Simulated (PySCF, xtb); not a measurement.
silylarsine (AsH₅Si), SMILES [SiH3][AsH2]. Atoms are numbered in the order given.

```xyz
7

Si    -1.5768     0.0049     0.0000
As     0.8061    -0.0618     0.0000
H     -2.0636    -0.7186     1.2149
H     -2.0636    -0.7186    -1.2149
H     -2.1411     1.3892     0.0000
H      0.8721     1.0098     1.0994
H      0.8721     1.0098    -1.0994
```
Charge 0, spin multiplicity 1.

Geometry: PBE-D3(BJ)/def2-TZVP.

Calculation: C-PCM-PBE0/def2-SVP run with PySCF 2.14.0.

The values are the electrostatic part of the solvation free energy, E(continuum) − E(gas) at the gas-phase geometry, in a cavity of scaled van der Waals radii (PySCF's table); cavitation and dispersion terms are not included. In vacuum the orbital gap is 7.96 eV. The dipole moment in vacuum is 0.49 D.

Q: Estimate the values in water (ε = 78.36), chlorobenzene (ε = 5.70), acetone (ε = 20.49). (An estimate is asked for; the answer gives what the named calculation found.)

A: 
```csv
solvent,ε,ΔG(elec) (kcal/mol),dipole (D),gap (eV)
water,78.36,-0.7,0.72,7.98
chlorobenzene,5.70,-0.6,0.67,7.98
acetone,20.49,-0.6,0.70,7.98
```

For comparison, GFN2-xTB/ALPB(water) (xtb, at the GFN2-xTB geometry, all terms of that model) gives -0.4 kcal/mol.
